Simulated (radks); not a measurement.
Q: Radial electron density D(r) = 4 pi r^2 rho(r) of an atom or ion with 2 electrons. Calculated with a radial shooting solver on a logarithmic mesh with Libxc functionals: non-relativistic Kohn-Sham, PBE, spin-polarised, spherical densities, point nucleus.

```
   r/bohr * D(r) (the largest magnitude, 4.95, reaches the edge; | marks zero)
  0.01477 | *
   0.0172 | *
  0.02018 |  *
  0.02349 |   *
  0.02735 |     *
  0.03209 |      *
  0.03736 |        *
  0.04349 |           *
  0.05063 |              *
  0.05942 |                  *
  0.06917 |                      *
  0.08053 |                           *
  0.09375 |                                 *
     0.11 |                                       *
   0.1281 |                                            *
   0.1491 |                                                 *
   0.1736 |                                                    *
   0.2037 |                                                      *
   0.2371 |                                                     *
   0.2761 |                                                  *
    0.324 |                                            *
   0.3771 |                                    *
   0.4391 |                            *
   0.5111 |                   *
   0.5998 |            *
   0.6983 |      *
   0.8129 |  *
   0.9464 |*
    1.111 *
    1.293 *
```

What is the nuclear charge?

A: Z = 5. The innermost maximum, from 1s, lies near 1/Z = 0.2 bohr (found: 0.210), and its height grows with Z. The density is that of the boron ion B3+ in [He]; the configuration itself is not fixed sharply by these data. D(r) has 1 maximum, at r = 0.210 bohr.
